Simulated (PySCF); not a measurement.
The multiplicity is imposed and other spin states were not computed.

Cartesian coordinates (Å):
```xyz
3

Zn    -0.0163     0.0004     0.0232
F      0.9859    -0.0224    -1.4050
Cl    -1.2203     0.0277     1.7391
```
Charge 0, spin multiplicity 1.

Question: What is the computed charge on the central atom (Mulliken), LUMO, HOMO, HOMO–LUMO gap, dipole moment, charge on the central atom (meta-Löwdin) and total energy (TPSSh-D3(BJ)/def2-TZVP // PBE-D3(BJ)/def2-SVP (PySCF))?

Answer: 
- charge on the central atom (Mulliken): 0.77 e
- LUMO: -2.27 eV
- HOMO: -8.61 eV
- HOMO–LUMO gap: 6.34 eV
- dipole moment: 0.56 D
- charge on the central atom (meta-Löwdin): 1.32 e
- total energy: -2339.5849 Ha
